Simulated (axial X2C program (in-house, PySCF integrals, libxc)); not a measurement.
# Potential curves of LiV, without spin–orbit coupling

All values were computed with an in-house all-electron X2C program for linear molecules (integrals from PySCF). Spin-free means the one-electron spin-free X2C Hamiltonian. Basis: V dyall-cv3z [10s10p6d4f2g], Li dyall-cv3z [7s8p2d] (cores contracted in-house); Gaussian nuclei, density fitting, unrestricted open shells. Masses: V 50.944 u, Li 7.016 u.

State: M_S = 2, Λ = 2 (beyond evenly filled blocks: σα, π+α, π-α, δ+α). Energies in eV from the fragments at the same level (V + Li). Fits are polynomials in 1 − R0/R over 0.85 to 1.23 times the lowest point R0.

```tsv
R (Å)	CCSD	HF
2.3133		0.5807
2.4197	-0.4223	0.4539
2.4995	-0.4511	0.3827
2.5792	-0.4620	0.3287
2.6590	-0.4580	0.2888
2.7521	-0.4374	0.2571
2.8451	-0.4032	0.2380
2.9648	-0.3444	0.2273
3.1110		0.2286
3.3237		0.2459
```

Correlated methods: 6 electrons correlated (number of frozen shells: V 3 s, 2 p; Li 1 s), 254 virtual spin orbitals or spinors in MP2, 81 natural virtuals in coupled cluster.

One determinant describes the state; a PBE0 search over occupations chose it and may have missed a lower one. Dissociation energies refer to the lowest single-determinant-based atoms at the same level and basis. CCSD ran in a truncated set of natural virtual spinors with an MP2 remainder; without triples it tends to underbind. Other states lie close and PBE0, whose exact exchange favours high spin, may order them wrongly; the determinant shown need not be the ground state. The nearest other spin-free determinant of the search, M_S = 2, Λ = 1, lies 0.04 eV up at the distance of the search. The outer-core s and p shells of the metal are frozen in the correlated rows, which leaves out core–valence correlation; for alkali and alkaline-earth bonds that tends to lengthen them. The determinant is spin-polarised beyond a pure state at some levels (its spin-free form has ⟨S²⟩ too high), which makes Re and μ there less reliable. The T1 diagnostic is large, a sign of multireference character. Coupled cluster ran on the points near the minimum only. MP2 and coupled cluster on one determinant become unreliable at the stretched end.

**Question.** Fit the CCSD curve near its minimum: give the equilibrium distance, the harmonic wavenumber and the well depth.

**Answer.** At CCSD, spin-free: Re = 2.596 Å, ωe ≈ 316 cm⁻¹, De = 0.46 eV to V + Li; Be follows as 0.406 cm⁻¹.

**Question.** Fit the HF curve near its minimum: give the equilibrium distance, the harmonic wavenumber and the well depth.

**Answer.** At HF, spin-free: Re = 3.020 Å, ωe ≈ 165 cm⁻¹, De = -0.23 eV to V + Li; Be follows as 0.3 cm⁻¹.
